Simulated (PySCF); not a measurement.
FH6NOSi2. Atoms are numbered in the order given.

```xyz
11

N     -1.6756    -1.1047     1.0413
Si    -1.0119     0.1508     0.0654
O     -0.4968     1.5533     0.8274
Si     1.0018    -0.5987    -0.8882
F      2.0761     0.5074    -0.2938
H     -1.1072    -1.6003     1.7218
H     -2.6413    -1.0524     1.3535
H     -2.1007     0.5236    -0.8779
H      0.4660     1.6461     0.8605
H      1.4552    -1.9458    -0.4239
H      1.0885    -0.5618    -2.3787
```
Charge 0, spin multiplicity 1.

Geometry: r2SCAN-D4/def2-SVP. The structure was generated by enumeration; whether it is a known compound was not checked. Other conformers were not sampled.

Computed with B3LYP/pcSseg-1 (PySCF).

GIAO shieldings, no solvent; atoms listed in one row are averaged. δ = σ(ref) − σ: ¹⁵N against NH3 (σ = 265.5 ppm); ²⁹Si against TMS (σ = 338.7 ppm); ¹⁷O against H2O (σ = 333.8 ppm); ¹⁹F against CFCl3 (σ = 161.7 ppm); ¹H against TMS (σ = 31.68 ppm), references at their B3LYP-D3(BJ)/def2-TZVP geometries, non-relativistic.

Computed chemical shifts:
```csv
nucleus,atoms,count,δ (ppm)
¹⁵N,N1,1,47.5
²⁹Si,Si4,1,2.1
²⁹Si,Si2,1,-31.0
¹⁷O,O3,1,79.8
¹⁹F,F5,1,-268.6
¹H,"H10, H11",2,5.49
¹H,H8,1,5.01
¹H,H9,1,3.41
¹H,H7,1,1.95
¹H,H6,1,1.26
```
